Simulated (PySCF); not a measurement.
1,4-bis(dimethylsilyl)benzene, C10H18Si2.
SMILES with atom numbers: `[CH3:1][SiH:2]([CH3:3])[c:4]1[cH:5][cH:6][c:7]([SiH:8]([CH3:9])[CH3:10])[cH:11][cH:12]1` (hydrogens: H13, H14, H15 on C1; H16 on Si2; H17, H18, H19 on C3; H20 on C5; H21 on C6; H22 on Si8; H23, H24, H25 on C9; H26, H27, H28 on C10; H29 on C11; H30 on C12)

Cartesian coordinates in Å at the PBE0-D3(BJ)/def2-SVP level; atoms count from 1:
```xyz
30
C10H18Si2 angstrom
C     -4.0647    1.1265    0.4611
Si    -3.2856   -0.5563    0.1427
C     -3.8513   -1.2489   -1.5100
C     -1.4060   -0.4053    0.1865
C     -0.7614    0.1185    1.3195
C      0.6231    0.2454    1.3692
C      1.4293   -0.1457    0.2872
Si     3.3019    0.0607    0.3708
C      3.7335    1.8898    0.4615
C      4.1197   -0.7423   -1.1179
C      0.7872   -0.6719   -0.8413
C     -0.6016   -0.7979   -0.8914
H     -3.6913    1.5668    1.3987
H     -5.1603    1.0445    0.5390
H     -3.8282    1.8248   -0.3571
H     -3.7121   -1.4884    1.2386
H     -3.5872   -0.5699   -2.3362
H     -3.3971   -2.2310   -1.7131
H     -4.9448   -1.3785   -1.5162
H     -1.3516    0.4316    2.1872
H      1.0854    0.6537    2.2741
H      3.7891   -0.6054    1.6238
H      3.2454    2.3681    1.3247
H      3.3968    2.4115   -0.4482
H      4.8205    2.0366    0.5613
H      3.8234   -0.2417   -2.0534
H      5.2156   -0.6751   -1.0348
H      3.8524   -1.8072   -1.1980
H      1.3768   -0.9927   -1.7053
H     -1.0610   -1.2125   -1.7935
```

Mulliken charges (e) from the PBE0/pcSseg-1 density (PySCF), one withheld:

```csv
atom,bonded to,charge
C1,Si2 H13 H14 H15,-0.6325
Si2,C1 C3 C4 H16,?
C3,Si2 H17 H18 H19,-0.6557
C4,Si2 C5 C12,-0.3750
C5,C4 C6 H20,-0.0722
C6,C5 C7 H21,-0.0720
C7,C6 Si8 C11,-0.3725
Si8,C7 C9 C10 H22,+0.8444
C9,Si8 H23 H24 H25,-0.6263
C10,Si8 H26 H27 H28,-0.6542
C11,C7 C12 H29,-0.0614
C12,C11 C4 H30,-0.0606
H13,C1,+0.1414
H14,C1,+0.1403
H15,C1,+0.1431
H16,Si2,-0.0786
H17,C3,+0.1420
H18,C3,+0.1451
H19,C3,+0.1485
H20,C5,+0.0819
H21,C6,+0.0821
H22,Si8,-0.0814
H23,C9,+0.1414
H24,C9,+0.1430
H25,C9,+0.1396
H26,C10,+0.1415
H27,C10,+0.1484
H28,C10,+0.1453
H29,C11,+0.0822
H30,C12,+0.0827
```

Q: What is the charge on Si2?

A: The charges add up to the total charge, 0. The others sum to -0.8495, which leaves +0.8495 e for Si2 (SiH silicon); the computed value is +0.8497, the difference coming from rounding.

Q: Add each hydrogen's charge to the atom that carries it.

A: C1 -0.2077, Si2 +0.7711, C3 -0.2201, C5 +0.0097, C6 +0.0101, Si8 +0.7630, C9 -0.2023, C10 -0.2190, C11 +0.0208, C12 +0.0221. Atoms without hydrogen keep their charges.

Q: Across which bond do the charges differ most?

A: Si2–C3: +0.8497 on Si2 against -0.6557 on C3, a difference of 1.5054 e. The lower charge is on the more electronegative element of the two (Pauling values: C 2.55, Si 1.90).

Q: Take the bonds between elements whose Pauling electronegativities differ by more than 0.25. In how many does the more electronegative atom carry the lower charge?

A: In 24 of 24.

Q: How much positive and how much negative charge does this set hold in all?

A: +3.7426 e on 18 atoms and -3.7424 e on 12.

The Mulliken scheme gives each basis function's population to the atom it is centred on and halves the overlap population of two atoms between them. The structure is a single PBE0-D3(BJ)/def2-SVP conformer in the gas phase; no vibrational or solvent corrections.
